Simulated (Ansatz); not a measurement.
Ansatz (a first-principles code) input (revPBE/def2-TZVPD):

Ansatz 0.2 input:
```yaml
crystal:
  periodic: [false, false, false]
  atoms:
    - {symbol: O, position_ang: [0.34646732, -1.50605467, -0.81869773]}
    - {symbol: Si, position_ang: [-0.00377097, 0.02028474, -0.33235015]}
    - {symbol: O, position_ang: [-1.42298788, 0.43142933, -1.02899298]}
    - {symbol: O, position_ang: [1.06991003, 1.16072032, -0.78933689]}
    - {symbol: S, position_ang: [0.01878160, -0.03921168, 1.79309767]}
    - {symbol: H, position_ang: [1.15553106, -1.90719738, -0.48902928]}
    - {symbol: H, position_ang: [-2.17836337, -0.14986362, -0.91152289]}
    - {symbol: H, position_ang: [0.82800475, 1.71170152, -1.53988784]}
basis:
  gaussian:
    orbitals: def2-TZVPD
hamiltonian:
  xc: {name: revPBE}
magnetization: {spin_polarized: true, initial_magnetization: 1}
output: {forces: true}
```

End of the output:

```
integrals: 0.20 GiB planned
1273 factors; their error is unknown
0.37 GiB of the device are held for the grids
1.42 GiB of device memory are held for the factors and their scratch space
mean field: 1.35 GiB planned
mean field evaluation 1: about -24888.4710 eV, gradient 7.2e1 eV
mean field evaluation 2: about -24793.2782 eV, gradient 1.6e2 eV
mean field evaluation 4: about -24903.5708 eV, gradient 1.4e1 eV
mean field evaluation 8: about -24904.6174 eV, gradient 2.6e-1 eV
mean field evaluation 16: about -24904.5987 eV, gradient 6.2e-3 eV
mean field evaluation 32: about -24904.5987 eV, gradient 3.3e-6 eV
mean field -24904.59868002 eV, -915.2271205475 hartree, gradient 3.3e-6 eV, S^2 0.754093; 3 other end points of the search recorded, 0 dependent functions left out
the calculation of the forces begins
reference -24904.59876306 eV, -915.2271235989 hartree; 29, 28 occupied and 207, 208 virtual orbitals, 1273 factors
Total energy: -24904.59876306 eV, -915.2271235989 hartree
Atom 0 at     0.346467    -1.506055    -0.818698 Å, force    -0.224517    -0.511742    -0.372767 eV/Å
Atom 1 at    -0.003771     0.020285    -0.332350 Å, force    -0.075067     0.032142     0.591335 eV/Å
Atom 2 at    -1.422988     0.431429    -1.028993 Å, force    -0.249924     0.441127    -0.400784 eV/Å
Atom 3 at     1.069910     1.160720    -0.789337 Å, force     0.598391     0.248989     0.118949 eV/Å
Atom 4 at     0.018782    -0.039212     1.793098 Å, force     0.016832    -0.028043     0.167978 eV/Å
Atom 5 at     1.155531    -1.907197    -0.489029 Å, force     0.381667    -0.171999     0.159236 eV/Å
Atom 6 at    -2.178363    -0.149864    -0.911523 Å, force    -0.331461    -0.263682     0.072190 eV/Å
Atom 7 at     0.828005     1.711702    -1.539888 Å, force    -0.115920     0.253209    -0.336136 eV/Å
Dipole moment:    -0.045176    -0.128813    -0.242059 e Å
```

It need not be the lowest isomer of its formula.
